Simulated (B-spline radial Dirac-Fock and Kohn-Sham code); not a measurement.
**Run log: Be**

ΔSCF core binding energies without Breit or QED terms, calculated with a radial finite-basis atomic code. Keys: rel is the Hamiltonian (dirac, or spin-free x2c and nr, where L3 and M5 stand for the whole 2p and 3d shells), method is hf or an exchange,correlation pair (spin-unpolarised, also for the hole states), nuc the nuclear model, radius_factor scales its radius, rmax is the box in bohr, h the logarithmic mesh step, order the B-spline order, points the quadrature points per cell, c_factor scales the speed of light, and damp, ndamp, maxit and tol steer the iteration. The run stops when the commutator error falls below 10·tol·max(1, Z/10), or the numerical noise floor, and the energy has settled to about 1e-8 Ha; the virial ratio is −V/T.

Input (task.json):

```json
{"items": [{"Z": 4, "q": 0, "cfg": [[1, 0, 2], [2, 0, 2]], "A": 9, "rrms": 2.519, "do": "settings", "holes": ["K", "L3", "M5"],
  "settings": [{"rel": "dirac", "method": "hf", "nuc": "fermi", "radius_factor": 100000.0, "rmax": 45.0, "h": 0.3, "order": 8, "points": 10, "c_factor": 1.0, "maxit": 95, "damp": 0.5, "ndamp": 3, "tol": 1e-08}]}]}
```

Command: `python xray2_run.py task.json out`

Ground-state iterations:

```
iter   energy (Ha)        error
   1       -1.12644728  4.66e-02
   2       -1.46193759  3.26e-02
   3       -1.53319999  1.50e-02
   4       -1.55104950  7.55e-03
   5       -1.55913282  2.81e-03
   6       -1.56002867  5.91e-04
   7       -1.56007772  7.75e-05
   8       -1.56007889  1.33e-05
   9       -1.56007895  1.56e-06
  10       -1.56007895  2.12e-07
  11       -1.56007895  2.23e-08
```

The ground state converged in 11 iterations, with total energy -1.56008 Ha, virial ratio 7.29602 and highest orbital energy -2.36 eV. ΔSCF binding energies: K (1s) 6.74 eV. Holes are computed only in closed shells, and unreliable hole states are left out.

Question: One setting is unsound. Which, and why?

Answer: radius_factor inflates the nucleus far beyond its size, which weakens the binding of the inner electrons. With the default settings (Dirac Hartree-Fock): The ground state converged in 9 iterations, with total energy -14.57589 Ha, virial ratio 1.99961 and highest orbital energy -8.42 eV. ΔSCF binding energies: K (1s) 123.4 eV. Holes are computed only in closed shells, and unreliable hole states are left out.
